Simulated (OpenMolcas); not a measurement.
# d2 ions of charge +3 down a group on the Y site of Cs2NaYCl6

* Program: OpenMolcas 26.06
* Method: SS-CASPT2, IPEA 0.25 Eh, imaginary shift 0.1 Eh
* Spin-orbit coupling: RASSI with atomic mean-field integrals over the reference wave functions

The d shell is active; CASPT2 correlates the ligand valence shells and the outer metal core. Each dopant is a cluster with its nearest anions in model potentials and point charges, with no relaxation. Distances were set from a Shannon-type radius of the metal (high-spin where two are listed) plus a fixed donor radius (Cl 1.76 Å), in hosts weighted 0.65 to 0.35 with the host's distance in the model lattice. Ligand basis ANO-RCC-VDZP, DKH2 Hamiltonian. States (labels of O, the rotations of Oh). Energies in cm-1 above the lowest state or level, χT in cm3 K/mol; under a threefold ground state the first gap can be a small split of the lowest multiplet, not the spin-orbit step; 10Dq and B are least-squares fits to the states below 45000 cm-1, weighted by degeneracy, with a free offset, and given where the rms deviation is under 5 % of |10Dq| (or 100 cm-1) and under 700 cm-1. Spin-only χT is S(S+1) / 2 for the spin of the ground state.

```tsv
Ion	Shell	R (Å)	Metal basis	Ground state	First state of that spin	10Dq	B (rms of fit)	First gap with spin-orbit (degeneracies)	χT at 300 K	First state of another spin	Spin-only χT
V3+	3d2	2.477	ANO-RCC-VTZP	3T1	3T2 11040	12085	733 (263)	6 (2, 3)	0.905	1T2 9390	1.000
Nb3+	4d2	2.529	ANO-RCC-VTZP	3T1	3T2 18300	19255	465 (170)	25 (2, 3)	0.466	1T2 6140	1.000
```

|10Dq| changes by a factor of 19255 / 12085 = 1.59 from V3+ to Nb3+.

B goes from 733 cm-1 (V3+) to 465 cm-1 (Nb3+).

χT departs most from the spin-only value for Nb3+, by -0.534 cm3 K/mol.

Roots that are degenerate in the reference are averaged as groups; the widest CASPT2 spread within a group is 160 cm-1 (the 3-fold group of multiplicity 3 near 0 cm-1 above the lowest state of its run, Nb3+). Shifts and gaps below about the spread of the groups concerned are not significant. Over all roots computed the reference weight is 0.66 to 0.68 in V3+, 0.66 to 0.67 in Nb3+; a low but even weight reflects the number of correlated electrons. An orbital triplet at a regular site is open to Jahn-Teller coupling, which can distort the site and quench the lowest spin-orbit gaps and is left out. Ligand-to-metal charge-transfer states are missing. With no ligand orbital active B as a rule stays too high, so bands that hang on it stand too high and its fall with covalency is understated. With one d shell and no ligand orbital active, 10Dq can be off by a tenth or more. The least metal-like active orbital is 80 % on the metal (Löwdin) and no ligand orbital is active, so the numbers are rough (holds for Nb3+). No measured value stands beside these numbers; the geometry was set by hand and not optimised.
